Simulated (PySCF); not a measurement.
Unknown compound

The spectra below were simulated for a compound C₄H₆ClNSi.

1H NMR (500 MHz, computed): δ 8.72 (m, 1H), 8.66 (m, 1H), 5.61 (s, 1H), 2.10 (s, 3H).

13C{1H} NMR (computed): δ 172.7, 113.5, 82.4, 5.7.

All values are calculated (PySCF 2.14): PBE0/pcSseg-1 with gauge-including orbitals, GFN2-xTB structure. One computed conformer, gas phase, non-relativistic, one averaged value for each set of equivalent atoms.

δ = σ(ref) − σ, references computed at the same level: TMS for 1H (31.72 ppm) and 13C (186.93 ppm).

**Question.** Propose a structure and justify it.

**Answer.** 
Rings plus π bonds: 3 (no ring in the answer). 4 carbon signals for 4 carbons: no two carbons are equivalent. Carbon types of the structure: 2 × C, 1 × CH2, 1 × CH3, leaving 1 H on heteroatoms. δC 172.7: C=N carbon. δC 113.5, 82.4: alkyne carbon. δC 5.7: propargylic methyl carbon; aliphatic region, no heteroatom directly attached. δH 8.72, 8.66: hydrogen on a C=N carbon. δH 5.61: hydrogen on a silicon bonded to C, Cl, N. δH 2.10: hydrogen on a propargylic methyl carbon.

These data were computed for `C=N[Si@@H](Cl)C#CC`.

This is the structure that produced the data.

Shifts are as computed. Against solution values, carbons near 30 ppm lie about +3 ppm off and those near 130 ppm about +5 ppm. Of 1309 compounds with measured shifts, 239 miss one by over three times the rms of a fit or turn the order of signals round; such compounds aren't used in these exercises. Multiplicities follow the n + 1 count of equivalent neighbours, as no J values were calculated; m marks all less simple cases, F and P coupling included.
